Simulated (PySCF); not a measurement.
## Tl (thallium, neutral) across methods

[Xe] 4f14 5d10 6s2 6p1, 2P determinant. Calculation: PySCF 2.14, in x2c-TZVPPall; scalar relativity by spin-free X2C-1e.

```csv
method,E (hartree),mean ε 6s α (eV),mean ε 6s β (eV),mean ε 6p α (eV),Σ⟨r²⟩ (bohr²),⟨S²⟩
LDA,-20237.24,-9.936,-9.559,-2.727,69.88,0.751
M06,-20249.70,-10.238,-10.047,-3.008,70.90,0.750
PBE0,-20249.23,-10.674,-10.013,-3.406,69.89,0.752
UHF,-20243.51530,-12.897,-11.527,-5.215,70.97,0.759
PBE,-20249.49,-9.640,-9.201,-2.647,70.14,0.751
TPSS,-20248.72,-9.633,-9.106,-2.645,69.91,0.751
r2SCAN,-20249.49,-9.955,-9.395,-2.887,69.64,0.754
```

(1) Estimate the same row for BLYP.

Spin-orbit coupling, absent here, splits the open shell strongly.

## Answers

(1) E (hartree) = -20250.57; mean ε 6s α (eV) = -9.533; mean ε 6s β (eV) = -9.214; mean ε 6p α (eV) = -2.479; Σ⟨r²⟩ (bohr²) = 70.49; ⟨S²⟩ = 0.751.
